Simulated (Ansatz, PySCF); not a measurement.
In(F)(Cl)(OMe) (CH₃ClFInO), SMILES C[O][In]([F])[Cl]. Atoms are numbered in the order given.

```xyz
8

In    -0.1135    -0.2179     0.2856
F     -0.2196    -1.1511     1.9843
Cl     0.3603     2.0611     0.2886
O     -0.4589    -1.1941    -1.3956
C     -0.2812    -0.5999    -2.6553
H      0.7010    -0.8636    -3.0891
H     -1.0606    -0.9789    -3.3387
H     -0.3559     0.5036    -2.6485
```
Charge 0, spin multiplicity 1.

Coordinates come from a PBE0-D3(BJ)/def2-SVP optimisation. The structure was generated by enumeration; whether it is a known compound was not checked. The def2 effective core potentials stand for the cores of In; spin–orbit coupling is left out. The values are those of a single conformer.

Two levels are set side by side: PBE-D3(BJ)/def2-SVP (Ansatz, a quantum-chemistry and plane-wave program) and PBE0-D3(BJ)/def2-SVP (Ansatz). Each level has its own optimised geometry; the coordinates shown are those of the second. Frequencies come from the Hessian of PySCF at each geometry. Differences are taken from unrounded values.

| quantity | PBE0-D3(BJ) | PBE-D3(BJ) | PBE-D3(BJ) minus PBE0-D3(BJ) |
|---|---|---|---|
| mean bond length (Å) | 1.566 | 1.584 | 0.018 |
| bond In1–F2 (Å) | 1.941 | 1.964 | 0.023 |
| bond In1–Cl3 (Å) | 2.328 | 2.355 | 0.027 |
| bond In1–O4 (Å) | 1.975 | 2.009 | 0.034 |
| bond O4–C5 (Å) | 1.404 | 1.420 | 0.016 |
| bond C5–H6 (Å) | 1.106 | 1.115 | 0.009 |
| bond C5–H7 (Å) | 1.104 | 1.113 | 0.009 |
| bond C5–H8 (Å) | 1.106 | 1.114 | 0.008 |
| highest harmonic wavenumber (cm⁻¹) | 3105 | 3007 | -99 |
| mean harmonic wavenumber (cm⁻¹) | 1075 | 1033 | -41 |
| zero-point energy (kcal/mol) | 27.66 | 26.59 | -1.07 |

GGA bonds tend to be longer and softer than those of functionals with exact exchange. Differences between two approximate levels are no errors against the true value.
